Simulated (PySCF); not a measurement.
# Ce2O3: from a saddle point downhill

PySCF 2.14.0, RKS PBE, Ce lcecp-1-SVP with ECP47, O def2-SVP; non-relativistic Hamiltonian with scalar-relativistic core potentials where named; density fitting; no spin-orbit coupling. Relaxed within the symmetry of its start, the geometry (D∞h) is

```xyz
5

Ce    0.0000    0.0000    2.3391
Ce    0.0000    0.0000   -2.3391
O     0.0000    0.0000    0.0000
O     0.0000    0.0000    4.2920
O     0.0000    0.0000   -4.2920
```

and its lowest harmonic modes are -225, -225, -159, -159, 38, 38 cm⁻¹ (negative: unstable). It was moved along the lowest mode and relaxed again, within the group C2v that the move left.

(1) Where does it end, and how much lower?

(2) How do the contacts change?

(3) Is the end a minimum?

An lcecp potential fixes the number of 4f electrons, so in runs with it no electron can move into or out of that shell.

State: singlet in the valence, with the 4f electrons in the core potential.

Results:

(1) In C2v, 2.239 eV lower, after 28 steps:
```xyz
5

Ce   -0.5715   -0.0110    2.1347
Ce   -0.5715   -0.0110   -2.1347
O    -1.0219   -0.0197    0.0000
O     1.3431    0.0259    2.3652
O     1.3431    0.0259   -2.3652
```

(2) 
```csv
contact,saddle (Å),end (Å)
Ce1–O3 (O),2.339,2.182
Ce1–O4 (O),1.953,1.929
Ce2–O5 (O),1.953,1.929
```


(3) No, 1 of the modes stay unstable (below −25 cm⁻¹); lowest modes -78, 50, 98, 124, 200, 251 cm⁻¹.
